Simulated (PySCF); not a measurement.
Gas-phase reaction: 5 SbCl₃ ⇌ 3 SbCl₅ + 2 Sb

Energies from PySCF, thermal terms from the rigid-rotor harmonic-oscillator model, ideal gas at 1 bar. † marks an energy on the PBE0/def2-TZVP geometry and frequencies; other levels use their own. Open shells (unrestricted): Sb (multiplicity 4); the rest are closed-shell singlets. Sb: scalar-relativistic def2 core potential, no spin-orbit coupling.

```tsv
level	ΔH°(298 K), kJ
PBE/def2-TZVP†	?
PBE0/def2-QZVP†	962
PBE0/def2-SVP†	?
PBE0/def2-TZVP	?
r2SCAN/def2-TZVP†	943
ωB97X-V/def2-TZVP†	975
```

Task: Some entries are withheld; supply them.

Result: 
- PBE/def2-TZVP†, ΔH°(298 K), kJ: 1014
- PBE0/def2-SVP†, ΔH°(298 K), kJ: 916
- PBE0/def2-TZVP, ΔH°(298 K), kJ: 955
